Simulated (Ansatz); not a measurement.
Reaction (SMILES): Cl[Se]Cl + H+ → Cl[SeH+]Cl
B3LYP-D3(BJ)/def2-TZVP geometries, fixed; electronic energies without zero-point terms; positive where energy is released.
Largest species:
```xyz
4

Se     0.1974    -0.1636     0.5841
Cl     0.9084     1.4315    -0.6290
Cl    -1.2571    -1.1435    -0.6183
H     -0.7848     0.6656     1.3450
```
Charge +1, spin multiplicity 1.

Basis-set convergence of the proton affinity at B2PLYP with Ansatz (a quantum-chemistry and plane-wave program). Cartesian d functions, on some or all atoms, in 6-31G, 6-311G**; all else is spherical. Cores are frozen (with 3d on Ga to Br). The proton sits at the site shown, which need not be the one that binds it best. No added dispersion term, no relativity. Functions are those of the species that has most. Reference: the value in pcseg-4, 167.65 kcal/mol, itself unsure by roughly 0.06 kcal/mol (its mean distance from aug-pcseg-3, aug-cc-pV(Q+d)Z, cc-pV(5+d)Z). Deviations are taken from unrounded values. Cost is core time over that of 6-31G, rough, on shared machines of one kind.

```csv
basis,functions,proton affinity (kcal/mol),minus reference (kcal/mol),cost
6-31G,57,140.90,-26.76,1×
pcseg-1,68,161.26,-6.40,1×
def2-SV(P),70,163.24,-4.42,1×
def2-SVP,73,167.17,-0.48,1×
cc-pV(D+d)Z,78,165.16,-2.50,2×
def2-SVPD,103,164.78,-2.88,2×
6-311G**,104,164.96,-2.69,2×
pcseg-2,125,168.22,0.56,2×
aug-pcseg-2,182,167.68,0.03,3×
aug-cc-pV(T+d)Z,192,167.45,-0.21,4×
def2-QZVPP,259,167.80,0.15,6×
aug-cc-pV(Q+d)Z,317,167.55,-0.10,10×
aug-pcseg-3,320,167.66,0.00,10×
```

The smallest set listed that lies within 1 kcal/mol of the reference with all its larger relatives (same family, alike in diffuse functions; a set with none counts only in the reference's own line) is def2-SVP (73 functions, 1× in cost, -0.48 kcal/mol off). (Relatives not listed, tested too: def2-TZVP 0.12, def2-TZVPP 0.90, pcseg-3 0.25, def2-QZVP 0.11, pcseg-4 0.00 kcal/mol.)
